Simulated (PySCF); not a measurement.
Species: C2H10AlSb.
Bonds: C1–Al2, Al2–Sb3, Sb3–C4. Hydrogens: H5, H6, H7 on C1; H8, H9 on Al2; H10, H11 on Sb3; H12, H13, H14 on C4.

Level of theory: PySCF, PBE0-D3(BJ)/def2-SVP geometry optimisation, gas phase, def2 core potentials past Kr.

(1) What internal coordinates does the optimisation give?

## Answers

(1) 
```csv
bond,length (Å),order
C1–Al2,1.971,single
Al2–Sb3,2.824,single
Sb3–C4,2.149,single
"C1–H5, C1–H6, C1–H7",1.103,single
"Al2–H8, Al2–H9",1.608,single
"Sb3–H10, Sb3–H11",1.703,single
"C4–H12, C4–H13, C4–H14",1.098,single
```

Bonds in one row agree within 0.01 Å and their mean is given. Orders are formal, as drawn. A selection of angles:
```csv
angle,degrees
Al2–C1–H5,112.7
Al2–C1–H7,109.9
H5–C1–H6,108.0
C1–Al2–Sb3,104.7
C1–Al2–H8,119.9
Sb3–Al2–H8,93.2
Sb3–Al2–H9,91.9
H8–Al2–H9,116.2
Al2–Sb3–C4,112.2
Al2–Sb3–H10,122.1
Al2–Sb3–H11,124.9
C4–Sb3–H10,98.2
C4–Sb3–H11,98.5
H10–Sb3–H11,95.7
Sb3–C4–H12,108.0
Sb3–C4–H14,111.0
H12–C4–H13,109.0
```

Dihedral angles: C1–Al2–Sb3–C4 -179° (antiperiplanar). The mirror-image conformer, all signs reversed, is as good.

The 4 heavy atoms lie in one plane (0.006 Å rms). Al2 (aluminium bonded to C, Sb and 2 H) has angles from 91.9° to 119.9°. Sb3 (antimony bonded to Al, C and 2 H) has angles from 95.7° to 124.9°.

Point group: near Cs, missed by 0.10 Å at most; the miss may be what the optimiser left on a soft mode. No frequency check. One conformer, not necessarily the lowest.
